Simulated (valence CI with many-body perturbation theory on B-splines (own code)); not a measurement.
Results of a calculation; reference values are marked as such.
Tl LX: input, log and results

Level of theory: configuration interaction combined with many-body perturbation theory (CI+MBPT): four valence electrons over a frozen Dirac-Fock core [Ar], a basis of 5 s, 5 p, 4 d, 4 f functions for each j, with the one-electron correlation potential Σ1 (screened to all orders), the two-electron term Σ2, the three-electron term Σ3, Breit, model QED; selected single and double excitations, second order for the rest, scaled by the run's own slope (own B-spline code, finite nucleus).

Command, and the settings that its task file holds:

```sh
python run_cv.py task.json out
```

```
atom Tl  Z=81  mass_number=205  rms_radius_fm=5.4759
core [Ar]
valence 3d4
avg = 1
basis = S
breit = 1
cap = 20000
capref = 1200
cscale = 1
de = 0.0
dress = 0
eps = 2e-08
extrap = 1
h = 0.27
hh = 1
l2 = 3
lcore = 6
maxit = 60
n2 = 5
natural = 1
nlev = 30
nno = [2, 2, 2, 2, 0]
nroot = 26
nsp = [3, 3, 2, 2, 0]
pt2 = 1
qed = 1
rpa = 1
s1 = 1
s2 = 1
s3 = 1
screen = 1
tol = 2e-05
whole = 1
```

It took 17 s on 1 thread of Arm Neoverse V1, with other jobs on the host.

Log. The first blocks belong to the next ion, which gives the ionisation energy. Fields: 2J, parity (1 odd), roots, reference size, generating configurations, candidates as configurations/state functions, variational space P, stored matrix elements, Davidson steps; e2 is the range of second-order energies in hartree. The first line gives the box (bohr), its intervals, the orbitals and the steps of their self-consistent field. Window is the range of levels sought, series limit the energy at which the first omitted orbital would enter, core excitation an estimate of the first excitation out of the core, left out the lowest levels not solved, and shifts from estimates the range by which levels moved from their first estimate, all in cm⁻¹.

```
rmax 1.9 intervals 55 orbitals 31 references ['3d4', '3d3 4s', '3d3 4p'] scf 3 t 0.8
2J=3 par=0 roots 2 ref 27 generators 3 cand 485/1164 P 414/1005 nnz 0 it 0
2J=3 par=0 roots 2 ref 27 generators 4 cand 87/186 P 457/1119 nnz 0 it 0
   second order: generators 5 cand 281/601 e2 -0.00000 -0.00000
reference levels 556, estimated 31, window 2196122 1/cm; series limit 33387704, core excitation 2745152
2J=0 par=0 roots 3 ref 17 generators 4 cand 71/100 P 665/1197 nnz 0 it 0
2J=0 par=0 roots 3 ref 17 generators 4 cand 51/66 P 689/1234 nnz 0 it 0
   second order: generators 6 cand 717/1782 e2 -0.00001 -0.00000
2J=2 par=0 roots 3 ref 36 generators 3 cand 203/711 P 642/2952 nnz 2.1e+06 it 3
2J=2 par=0 roots 3 ref 36 generators 3 cand 96/295 P 690/3143 nnz 2.3e+06 it 4
   second order: generators 3 cand 48/104 e2 -0.00000 -0.00000
2J=8 par=0 roots 5 ref 42 generators 4 cand 376/1827 P 646/3999 nnz 4e+06 it 4
2J=8 par=0 roots 5 ref 42 generators 4 cand 75/366 P 711/4325 nnz 4.6e+06 it 3
   second order: generators 4 cand 10/40 e2 -0.00000 -0.00000
2J=4 par=0 roots 6 ref 51 generators 4 cand 390/2092 P 639/3998 nnz 3.8e+06 it 4
2J=4 par=0 roots 6 ref 51 generators 4 cand 120/645 P 749/4599 nnz 4.9e+06 it 4
   second order: generators 4 cand 10/44 e2 -0.00000 -0.00000
2J=6 par=0 roots 4 ref 49 generators 3 cand 422/2294 P 567/3994 nnz 4e+06 it 4
2J=6 par=0 roots 4 ref 49 generators 3 cand 166/846 P 684/4731 nnz 5.5e+06 it 4
   second order: generators 3 cand 49/109 e2 -0.00000 -0.00000
2J=10 par=0 roots 2 ref 25 generators 2 cand 236/724 P 516/3002 nnz 2.4e+06 it 3
2J=10 par=0 roots 2 ref 25 generators 2 cand 132/246 P 547/3111 nnz 2.6e+06 it 4
   second order: generators 2 cand 101/137 e2 -0.00000 -0.00000
2J=12 par=0 roots 2 ref 14 generators 2 cand 91/240 P 513/2082 nnz 0 it 3
2J=12 par=0 roots 2 ref 14 generators 2 cand 37/75 P 538/2135 nnz 0 it 4
   second order: generators 2 cand 12/22 e2 -0.00000 -0.00000
left out: unestimated 3628517, estimated 2809721, shifts from estimates -118 to 1
operators 1.0
```

The Davidson iterations converged.

No measured spectrum was set against this ion. As an estimate, large intervals hold to a few tenths of a per cent, small ones and those within an open d or f shell to about a per cent. The list stops below the first excitations out of the core. Only levels of the ground parity were solved; by the run's estimate the other parity begins above the list, which can be wrong where configurations are misplaced.

```
Valence energy                            : -952.1878 hartree
Ionisation energy                         : 6240.9 eV (NIST: 6241 ± 7 eV (theoretical))
Reference configurations for the orbitals : 3d4, 3d3 4s, 3d3 4p
Radial orbitals                           : 31
Box radius                                : 1.91 bohr
Largest variational space                 : 4731
Lowest levels                             : (3d3/2^4) J=0 0, (3d3/2^3 3d5/2) J=1 822230, (3d3/2^3 3d5/2) J=4 926940, (3d3/2^3 3d5/2) J=2 964490, (3d3/2^3 3d5/2) J=3 993040, (3d3/2^2 3d5/2^2) J=2 [a] 1721700, (3d3/2^2 3d5/2^2) J=0 1722800, (3d3/2^2 3d5/2^2) J=4 [a] 1746400, (3d3/2^2 3d5/2^2) J=3 [a] 1766600, (3d3/2^2 3d5/2^2) J=5 1794400, (3d3/2^2 3d5/2^2) J=6 1818200, (3d3/2^2 3d5/2^2) J=1 1850700, (3d3/2^2 3d5/2^2) J=3 [b] 1871000, (3d3/2^2 3d5/2^2) J=4 [b] 1876600 cm⁻¹
```

Levels are named by their leading jj configuration (3d3/2^4 stands for four electrons in 3d with j = 3/2), which in mixed levels can hold well under half, so a name can repeat and another be missing. Letters in brackets count levels of one name in rising energy.
